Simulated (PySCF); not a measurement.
**Dipole response of Nb (niobium, neutral)**

[Kr] 4d4 5s1, high-spin 6D determinant. Calculation: PySCF 2.14, in aug-cc-pVTZ-PP with ECP28MDF (6s6p5d3f2g, 88 functions); a scalar-relativistic core potential. Coupled (time-dependent) response in atomic units; α is the mean over directions.

```tsv
method	mean α (bohr³)	α xx, yy, zz	C₆ (like pair)	S(−4)
wB97X	116.1	114.3, 114.3, 119.6	1359	8734
B3LYP	93.15	90.91, 90.91, 97.63	1039	5333
```

S(−4) is the Cauchy moment in α(ω) = α(0) + S(−4) ω² + …

Reference α: 98 ± 8 bohr³ (recommended; Schwerdtfeger and Nagle, table of static dipole polarizabilities (2023 update)). Published C₆: 1140 (Gould and Bucko (2016)).

Spin-orbit coupling is absent.

α(iu) at wB97X:

| u (hartree) | α(iu) (bohr³) |
| --- | --- |
| 0 | 116.1 |
| 0.0500 | 98.19 |
| 0.100 | 69.34 |
| 0.200 | 36.72 |
| 0.300 | 23.67 |
| 0.500 | 13.24 |
| 0.750 | 8.160 |
| 1.00 | 5.692 |
| 1.50 | 3.297 |
| 2.00 | 2.155 |
| 3.00 | 1.116 |
| 5.00 | 0.4485 |

The components differ because the open shell of this determinant is not spherical; for a pure term their mean is the scalar polarisability.

Energies and moments cover only the electrons outside the core potential.
